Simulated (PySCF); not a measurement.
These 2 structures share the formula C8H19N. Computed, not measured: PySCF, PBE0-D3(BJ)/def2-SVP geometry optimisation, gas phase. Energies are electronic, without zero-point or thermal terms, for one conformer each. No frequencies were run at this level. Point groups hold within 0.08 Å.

**Question.** Rank from lowest to highest electronic energy at this level (kcal/mol).
A. `[CH3:1][CH2:2][N:3]([CH2:4][CH3:5])[C:6]([CH3:7])([CH3:8])[CH3:9]` with C1–C2–N3–C4 114°, C2–N3–C4–C5 -69°
B. `[CH3:1][CH2:2][CH2:3][CH2:4][NH:5][CH2:6][CH2:7][CH2:8][CH3:9]` with C1–C2–C3–C4 -65°, C2–C3–C4–N5 -175°, C3–C4–N5–C6 -178°, C4–N5–C6–C7 179°, N5–C6–C7–C8 178°

**Answer.** B (0.0), A (4.6).

As drawn, the lower has an N–H bond, which the higher lacks.

```tsv
SMILES	E (Eh)	E rel (kcal/mol)	dipole (D)	point group	A, B, C (MHz)
CCCCNCCCC	-370.34618	0.0	0.75	C1	6966, 392.3, 383.6
CCN(CC)C(C)(C)C	-370.33885	4.6	0.58	C1	1860, 1305, 988.1
```

**Question.** How do the relative energies change in single points at PBE0/pcSseg-1 (no added dispersion term) on the same geometries?

**Answer.** 
| SMILES | PBE0-D3(BJ)/def2-SVP (kcal/mol) | PBE0/pcSseg-1 (kcal/mol) | shift |
| --- | --- | --- | --- |
| CCCCNCCCC | 0.0 | 0.0 | 0.0 |
| CCN(CC)C(C)(C)C | 4.6 | 6.6 | +2.0 |

Each column counts from its own lowest isomer. The order is unchanged; the largest shift is 2.0 kcal/mol.

**Question.** As an exercise, what shares would exp(−E/RT) give at 500 K from these electronic energies alone (no entropy, no degeneracies)?

**Answer.** RT = 0.994 kcal/mol: CCCCNCCCC 99.0 %, CCN(CC)C(C)(C)C 1.0 %.
